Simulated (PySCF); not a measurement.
**Ca (calcium, neutral) across methods**

[Ar] 4s1 4p1, high-spin 3P determinant (an excited configuration). Calculation: PySCF 2.14, in x2c-QZVPPall with one added diffuse shell each of s, p, d, f type (12s8p5d4f, 89 functions); scalar relativity by spin-free X2C-1e.

```csv
method,E (hartree),mean ε 3p β (eV),mean ε 4s α (eV),mean ε 4p α (eV),Σ⟨r²⟩ (bohr²),⟨S²⟩
r2SCAN,-680.356,-29.845,-4.746,-2.312,61.43,2.000
wB97X,-680.397,-34.049,-7.082,-4.308,61.72,2.000
LDA,-678.529,-29.091,-4.800,-2.228,61.52,2.000
M06-2X,-680.409,-33.443,-6.050,-3.076,61.12,2.000
PBE0,-680.222,-31.380,-5.372,-2.829,61.46,2.000
PW91,-680.403,-29.111,-4.701,-2.284,61.48,2.000
BLYP,-680.410,-28.885,-4.493,-2.019,62.05,2.000
UHF,-679.59854,-37.295,-7.153,-4.283,63.58,2.000
```

(1) Estimate the same row for PBE.

Answers

(1) E (hartree) = -680.179; mean ε 3p β (eV) = -29.052; mean ε 4s α (eV) = -4.664; mean ε 4p α (eV) = -2.268; Σ⟨r²⟩ (bohr²) = 61.57; ⟨S²⟩ = 2.000.
